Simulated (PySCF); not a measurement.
Geometry:
```tsv
atom	x (Å)	y (Å)	z (Å)
C1	-0.566	2.245	0.179
C2	0.219	1.182	0.056
C3	-0.233	-0.197	-0.107
C4	-1.612	-0.534	-0.460
N5	-2.489	0.336	-0.716
C6	0.653	-1.202	0.060
C7	2.094	-1.108	0.430
F8	0.248	-2.484	-0.106
H9	-0.146	3.231	0.294
H10	-1.636	2.157	0.157
H11	1.293	1.309	0.082
H12	-1.806	-1.614	-0.492
H13	-3.403	-0.040	-0.955
H14	2.657	-0.572	-0.334
H15	2.502	-2.112	0.524
H16	2.217	-0.587	1.377
```

- shielding tensors at PBE0/pcSseg-1 (GIAO)
- structure optimised with GFN2-xTB
- code: PySCF 2.14
- isolated molecule, no relativistic terms, one conformer, rapidly exchanging positions averaged

δ = σ(ref) − σ, references computed at the same level: $^{13}$C (σ = 186.93 ppm), $^{1}$H (σ = 31.72 ppm) against TMS; NH3 for $^{15}$N (σ = 267.73 ppm); CFCl3 for $^{19}$F (σ = 170.95 ppm).

```tsv
atoms	nucleus	count	Hirshfeld charge	δ (ppm)
H14/H15/H16	$^{1}$H	3	0.06	2.43
H12	$^{1}$H	1	0.03	9.23
N5	$^{15}$N	1	-0.20	356.8
C1	$^{13}$C	1	-0.10	?
H9	$^{1}$H	1	0.04	5.91
C4	$^{13}$C	1	0.04	167.7
H11	$^{1}$H	1	0.04	6.23
H13	$^{1}$H	1	0.11	?
F8	$^{19}$F	1	-0.07	-89.6
C6	$^{13}$C	1	0.12	179.0
H10	$^{1}$H	1	0.03	?
C7	$^{13}$C	1	-0.12	19.4
C3	$^{13}$C	1	-0.04	?
C2	$^{13}$C	1	-0.06	131.2
```

**Question.** Estimate the values marked ?.

**Answer.** 
- C1: 133.1 ppm, carbon bonded to C, 2 H
- C3: 122.6 ppm, carbon bonded to 3 C
- H13: 11.09 ppm, hydrogen on a nitrogen bonded to C
- H10: 7.91 ppm, hydrogen on a carbon bonded to C

Exchangeable OH/NH protons stand at their gas-phase positions; hydrogen bonding in a real sample shifts them, mostly to higher δ. Shifts are as computed. Against solution values, carbons near 30 ppm lie about +3 ppm off and those near 130 ppm about +5 ppm. Of 1211 compounds with measured shifts, 218 miss one by over three times the rms of a fit or turn the order of signals round; such compounds aren't used in these exercises. Unscaled 19F shifts against computed CFCl3 carry errors that often reach 10 to 50 ppm. Experimental scales use liquid or dissolved standards, which lie at an offset from isolated NH3 (liquid NH3: subtract about 20 ppm). Unscaled 15N shifts of sp2 nitrogen come out 20 to 40 ppm too high even then.
